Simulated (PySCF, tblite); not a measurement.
Isomers of C7H8Cl2Si, one GFN2-xTB conformer each. Single-point energies are computed at PBE0/pcSseg-1 (PySCF, gas phase, no added dispersion term), electronic only.

```json
{"SMILES": "C[Si](Cl)(Cl)c1ccccc1", "GFN2-xTB relative energy (kcal/mol)": "0.0"}
{"SMILES": "C[C@H]1[SiH2]C=C1C#CC(Cl)Cl", "GFN2-xTB relative energy (kcal/mol)": "113.2"}
```

Conformers: `[CH3:1][Si:2]([Cl:3])([Cl:4])[c:5]1[cH:6][cH:7][cH:8][cH:9][cH:10]1` with C1–Si2–C5–C6 70°.

Task: What does PBE0/pcSseg-1 give for the same structures?

Result: 
| SMILES | PBE0/pcSseg-1 E (Eh) | PBE0/pcSseg-1 (kcal/mol) | GFN2-xTB (kcal/mol) | point group |
| --- | --- | --- | --- | --- |
| C[Si](Cl)(Cl)c1ccccc1 | -1480.74953 | 0.0 | 0.0 | C1 |
| C[C@H]1[SiH2]C=C1C#CC(Cl)Cl | -1480.50173 | 155.5 | 113.2 | C1 |

Both levels put the same isomer lowest. As drawn, the lower has an aromatic ring, which the higher lacks; the higher has a four-membered ring, a C≡C bond and a C=C bond outside aromatic rings, which the lower lacks.

Task: Which frontier levels, dipoles and rotational constants go with these structures?

Result: 
```
                     SMILES  HOMO (eV, PBE0/pcSseg-1)  LUMO (eV)  dipole (D)       A, B, C (MHz)
      C[Si](Cl)(Cl)c1ccccc1                     -7.67      -0.95        2.58  1325, 570.8, 480.9
C[C@H]1[SiH2]C=C1C#CC(Cl)Cl                     -7.37      -1.78        2.39  1753, 328.0, 287.6
```

Task: What happens when harmonic zero-point energies from GFN2-xTB frequencies are added?

Result: 
```json
{"SMILES": "C[Si](Cl)(Cl)c1ccccc1", "ZPE (kcal/mol)": "80.4", "electronic (kcal/mol)": "0.0", "with ZPE (kcal/mol)": "0.0"}
{"SMILES": "C[C@H]1[SiH2]C=C1C#CC(Cl)Cl", "ZPE (kcal/mol)": "75.2", "electronic (kcal/mol)": "155.5", "with ZPE (kcal/mol)": "150.3"}
```

The zero-point energies span 5.2 kcal/mol. The order is unchanged.
